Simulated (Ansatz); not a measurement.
Start from `O[SiH](F)[SiH2]I` and change one atom or group to get `O[SiH](F)[SiH3]`.

Ansatz, PBE0-D4/def2-TZVP geometries, multiplicity 1. Each molecule was computed in one conformer, which needn't be the lowest.

Elements past krypton have def2 core potentials.

```csv
property,`O[SiH](F)[SiH2]I`
size of the dipole moment (ωB97M-V/def2-TZVPP) / D,1.32
HOMO energy (PBE0/def2-TZVPP) / eV,-7.77
LUMO energy (ωB97M-V/def2-TZVPP) / eV,0.34
HOMO–LUMO gap (PBE/def2-TZVPP) / eV,4.42
LUMO energy (PBE/def2-TZVPP) / eV,-2.22
HOMO energy (B3LYP/def2-TZVPP) / eV,-7.55
```

Q: What does the change do to each property? (An estimate is asked.)

A: The calculation gave: 
```
                                          property  `O[SiH](F)[SiH3]`  shift
size of the dipole moment (ωB97M-V/def2-TZVPP) / D               1.44   0.12
                HOMO energy (PBE0/def2-TZVPP) / eV              -8.30  -0.53
             LUMO energy (ωB97M-V/def2-TZVPP) / eV               1.43   1.09
               HOMO–LUMO gap (PBE/def2-TZVPP) / eV               5.96   1.54
                 LUMO energy (PBE/def2-TZVPP) / eV              -1.10   1.12
               HOMO energy (B3LYP/def2-TZVPP) / eV              -8.11  -0.56
```

With PBE0 the HOMO falls by 0.53 eV and the LUMO rises by 1.18 eV, so the gap widens by about 1.71 eV. PBE moves the HOMO by -0.42 eV and ωB97M-V by -0.56 eV. Dipoles are sizes alone; their direction can turn.

B3LYP here is the variant with VWN-RPA as its local correlation; programs differ in this.

Spin–orbit coupling is left out; it splits and shifts lone-pair levels of the heavy atoms by tenths of an eV.
